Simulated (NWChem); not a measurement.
System: TiHOF₃; SMILES [OH][Ti]([F])([F])[F]

```xyz
6

Ti    -0.0077     0.0054    -0.0340
F      1.0600    -0.4997     1.2386
F      0.5331    -0.6334    -1.5548
F     -1.5954    -0.5935     0.3337
O     -0.0397     1.7486    -0.1206
H     -0.2297     2.5609     0.3574
```
Atoms are numbered in this order, from 1.

Program: NWChem. Pople sets run with spherical d functions. Geometry: optimised at PBE0/def2-SVP. B3LYP is NWChem's, with the RPA form of VWN correlation. Vzz is the largest principal value of the second derivative of the potential at the nucleus (NWChem prints the opposite sign); η is the asymmetry. Non-relativistic.

For level B3LYP/6-31G*:

- Vzz O5 (a.u.) = 1.236

Estimate the same quantities for level B3LYP/def2-SVP.

The vzz O5 (a.u.) is 1.271.
